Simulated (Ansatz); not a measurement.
Cost and result for the atomization energy of ClH₇N₂Si₂, SMILES `N[SiH2]N[SiH2]Cl` (12 atoms, 11 bonds).

```xyz
12

N     1.801   -0.070   -1.292
Si    0.689   -0.911   -0.304
N    -0.022    0.147    0.866
Si   -1.655    0.634    0.961
Cl   -2.110    2.167   -0.354
H     1.513    0.681   -1.897
H     2.635   -0.523   -1.623
H     1.487   -1.996    0.323
H    -0.494   -1.493   -0.997
H     0.631    0.696    1.410
H    -2.535   -0.493    0.593
H    -1.940    1.161    2.314
```

Total charge 0; spin multiplicity 1. Geometry: relaxed with PBE0-D4/def2-TZVP. It is one conformer, not always the lowest. Program: Ansatz. All runs use 4 threads of an Arm Neoverse V1 on a shared host. Times are those of one run each, without the atoms' runs, and a repeat can differ threefold. Electronic energies, without spin–orbit coupling; frozen cores. CCSD(T)/CBS adds CCSD(T) − MP2 in def2-TZVPP to the MP2 limit, and its time is that of the two runs behind it. T1 = 0.010. B3LYP takes the VWN-RPA correlation (the form of Gaussian; ORCA's B3LYP/G).

CCSD(T)/CBS is a level of theory with its own doubt, some kJ/mol a heavy atom from the limit and from the frozen cores, so smaller differences don't rank the functionals.

| level | functions | atomization (kJ/mol) | difference from CCSD(T)/CBS | per bond |
| --- | --- | --- | --- | --- |
| r2SCAN-D4/def2-TZVPP (with forces) | 286 | 3998.1 | -30.4 | -2.8 |
| CCSD(T)/CBS(def2) | – | 4028.5 | 0.0 | 0.0 |
| PBE0-D4/def2-TZVPP | 286 | 3980.9 | -47.6 | -4.3 |
| PBE-D4/def2-TZVPP (with forces) | 286 | 4028.7 | 0.2 | 0.0 |
| CCSD(T)/def2-TZVPP | 286 | 3892.4 | -136.1 | -12.4 |
| ωB97M-V/def2-TZVPP (with forces) | 286 | 4042.1 | 13.6 | 1.2 |
| B3LYP-D4/def2-TZVPP (with forces) | 286 | 4021.7 | -6.8 | -0.6 |
| ωB97X-V/def2-TZVPP | 286 | 4051.7 | 23.2 | 2.1 |
| MP2/def2-QZVPP | 534 | 4012.7 | -15.8 | -1.4 |
| B2PLYP/def2-TZVPP | 286 | 3966.1 | -62.4 | -5.7 |

Problem. Order the runs by time, with rough figures. (Estimate.)

Solution. The calculation gave: PBE-D4/def2-TZVPP (with forces) 3.4 s; PBE0-D4/def2-TZVPP 4.7 s; r2SCAN-D4/def2-TZVPP (with forces) 7 s; B3LYP-D4/def2-TZVPP (with forces) 7 s; B2PLYP/def2-TZVPP 7.5 s; ωB97X-V/def2-TZVPP 11 s; ωB97M-V/def2-TZVPP (with forces) 17 s; MP2/def2-QZVPP 31 s; CCSD(T)/def2-TZVPP 4.6 min; CCSD(T)/CBS(def2) 5.1 min.

The D4 term adds +48.3 kJ/mol with B3LYP and +25.7 kJ/mol with PBE0; it sums over pairs of atoms, weighted by their polarisabilities, and B3LYP, whose exchange is more repulsive, gets the larger term. In def2-TZVPP, CCSD(T) changes the Hartree–Fock value by +1013.5 kJ/mol (the triples alone add +52.6 kJ/mol) and MP2 by +1051.6 kJ/mol; breaking electron pairs costs correlation energy, which Hartree–Fock lacks. From PBE to PBE0 (25 % exact exchange), in def2-TZVPP and without D4, the atomization energy moves by −43.5 kJ/mol: exact exchange takes away binding that semilocal exchange gives to molecules.
